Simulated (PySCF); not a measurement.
C3H9FInN, SMILES C[N]([In]([CH3])[F])C.

Geometry: PBE-D3(BJ)/def2-SVP. The def2 effective core potentials stand for the cores of In; spin–orbit coupling is left out. One conformer was computed; it need not be the lowest.

Method: IEF-PCM-B3LYP/def2-SVP (PySCF).

The values are the electrostatic part of the solvation free energy, E(continuum) − E(gas) at the gas-phase geometry, in a cavity of scaled van der Waals radii (PySCF's table); cavitation and dispersion terms are not included. A continuum can't describe solvent molecules that bind to the metal. In vacuum the orbital gap is 4.66 eV. The dipole moment in vacuum is 3.49 D.

```json
[
 {"solvent": "water", "ε": "78.36", "ΔG(elec) (kcal/mol)": "___", "dipole (D)": "___", "gap (eV)": "___"},
 {"solvent": "chloroform", "ε": "4.71", "ΔG(elec) (kcal/mol)": "-5.4", "dipole (D)": "4.16", "gap (eV)": "4.76"},
 {"solvent": "cyclohexanone", "ε": "15.62", "ΔG(elec) (kcal/mol)": "-7.0", "dipole (D)": "4.37", "gap (eV)": "4.78"}
]
```

Question: Some entries are withheld; supply them. (An estimate is asked for; the answer gives what the named calculation found.)

Answer: 
- water, ΔG(elec) (kcal/mol): -7.6
- water, dipole (D): 4.45
- water, gap (eV): 4.79
